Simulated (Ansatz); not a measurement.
Program: Ansatz. Geometries: PBE0-D4/def2-TZVP. ΔE: electronic, gas phase. CCSD(T)/CBS is the MP2 limit (def2-TZVPP, def2-QZVPP) plus CCSD(T) − MP2 in def2-TZVPP, frozen cores. This one scheme is used for every species. DFT in def2-TZVPP. HSE06 is defined as in plane-wave codes. def2 core potentials past Kr. For Zr outer-core shells are correlated without core-valence functions, which leaves a few kJ/mol of doubt a bond. One conformer a species, not always the lowest.

`[OH][Zr]([F])([Cl])[Cl]` + `C#C` → `C#[C][Zr]([OH])([F])[Cl]` + HCl  (formal exchange of groups at a Zr–Cl bond)

**Question.** Is it downhill or uphill in electronic energy at CCSD(T)/CBS, and by how much? (An estimate is asked.)

**Answer.** Ansatz gave: Uphill: ΔE = +132.6 kJ/mol.

**Question.** What do these levels give: LDA (SPW92), PBE-D4, r2SCAN-D4, r2SCANh-D4, HSE06-D4, ωB97M-V, PBE-QIDH, r2SCAN0, HSE06, BHLYP, MP2/CBS(def2), CCSD/CBS(def2)? (An estimate is asked.)

**Answer.** Computed: LDA (SPW92) 134.9, PBE-D4 130.1, r2SCAN-D4 135.5, r2SCANh-D4 136.3, HSE06-D4 133.5, ωB97M-V 134.7, PBE-QIDH 134.4, r2SCAN0 138.0, HSE06 134.2, BHLYP 138.8, MP2/CBS(def2) 135.6, CCSD/CBS(def2) 134.3 kJ/mol.

Largest T1 diagnostic among the species: 0.017.

Leaving LDA and LC-ωPBE aside and taking each functional with its dispersion term where it has one, the values, not all of them listed here, spread over 10.9 kJ/mol, from revPBE-D4 to BHLYP-D4. LDA lies +4.1 kJ/mol from PBE without D4. From PBE to PBE0 (25 % exact exchange), in def2-TZVPP and without D4, ΔE moves by +3.6 kJ/mol.
